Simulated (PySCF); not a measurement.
Molfile (atoms numbered from 1):
```
C3H8BFO
     RDKit          3D

 14 13  0  0  0  0  0  0  0  0999 V2000
    2.1399   -0.3962    0.1878 C   0  0  0  0  0  0  0  0  0  0  0  0
    1.3061    0.8515   -0.2657 B   0  0  0  0  0  0  0  0  0  0  0  0
   -0.0570    0.8758   -0.3051 O   0  0  0  0  0  0  0  0  0  0  0  0
   -0.8433   -0.2169    0.0376 C   0  0  1  0  0  0  0  0  0  0  0  0
   -2.2923    0.1776    0.0081 C   0  0  0  0  0  0  0  0  0  0  0  0
   -0.6228   -1.2212   -0.8704 F   0  0  0  0  0  0  0  0  0  0  0  0
    3.1796   -0.1395    0.4326 H   0  0  0  0  0  0  0  0  0  0  0  0
    2.1609   -1.1136   -0.6519 H   0  0  0  0  0  0  0  0  0  0  0  0
    1.6962   -0.9413    1.0365 H   0  0  0  0  0  0  0  0  0  0  0  0
    1.8178    1.8858   -0.6354 H   0  0  0  0  0  0  0  0  0  0  0  0
   -0.5403   -0.6115    1.0249 H   0  0  0  0  0  0  0  0  0  0  0  0
   -2.4789    0.9788    0.7361 H   0  0  0  0  0  0  0  0  0  0  0  0
   -2.5471    0.5447   -0.9959 H   0  0  0  0  0  0  0  0  0  0  0  0
   -2.9267   -0.6853    0.2514 H   0  0  0  0  0  0  0  0  0  0  0  0
  1  2  1  0
  2  3  1  0
  3  4  1  0
  4  5  1  0
  4  6  1  0
  1  7  1  0
  1  8  1  0
  1  9  1  0
  2 10  1  0
  4 11  1  1
  5 12  1  0
  5 13  1  0
  5 14  1  0
M  END
```

Geometry: PBE0-D3(BJ)/def2-SVP; GIAO shifts from PySCF 2.14.0 with density-fitted response routines, gas phase, non-relativistic, averaged over equivalent atoms.

At LDA/pcSseg-1 (142 basis functions, 15 s wall time on 1 thread of an Arm Neoverse V1, shared host):
```csv
atoms,δ (ppm)
C4,112.1
C5,23.4
C1,4.8
B2,57.1
O3,294.8
F6,-146.7
H11,6.17
H10,5.87
H12/H13/H14,1.49
H7/H8/H9,0.69
```

Shifts are taken against calculated references (same method and geometry level): ¹³C (σ = 180.72 ppm) and ¹H (σ = 30.83 ppm) against TMS; BF3·OEt2 for ¹¹B (σ = 92.91 ppm); ¹⁷O (σ = 342.75 ppm) against H2O; ¹⁹F (σ = 139.25 ppm) vs CFCl3.

Question: Predict the values at BP86/pcSseg-1 on the same geometry.

Answer: 
```tsv
atoms	δ at BP86/pcSseg-1	change
C4	108.8	-3.3
C5	23.9	+0.5
C1	4.5	-0.3
B2	52.3	-4.8
O3	270.4	-24.4
F6	-145.2	+1.5
H11	6.05	-0.12
H10	5.66	-0.21
H12/H13/H14	1.49	+0.00
H7/H8/H9	0.66	-0.03
```

Chemical shifts δ = σref − σ; ¹³C (σref 179.74), ¹H (σref 31.27) vs TMS; ¹¹B (σref 95.26) against BF3·OEt2; ¹⁷O (σref 332.56) vs H2O; ¹⁹F (σref 144.75) against CFCl3, all at this level.

The largest change is at O3 (oxygen bonded to C, B). Cost: 142 basis functions, 18 s wall time on 1 thread of an Arm Neoverse V1, shared host. The order of the carbon signals is the same at both levels.

A carbon bonded to boron is broadened by the quadrupolar boron nucleus and is often missing from a measured spectrum. Unscaled 19F shifts against computed CFCl3 carry errors that often reach 10 to 50 ppm. Unscaled 17O shifts of doubly bonded oxygen tend to come out too high, by tens of ppm or more. Experimental scales use liquid or dissolved standards, which lie at an offset from isolated H2O (liquid H2O: subtract about 36 ppm).
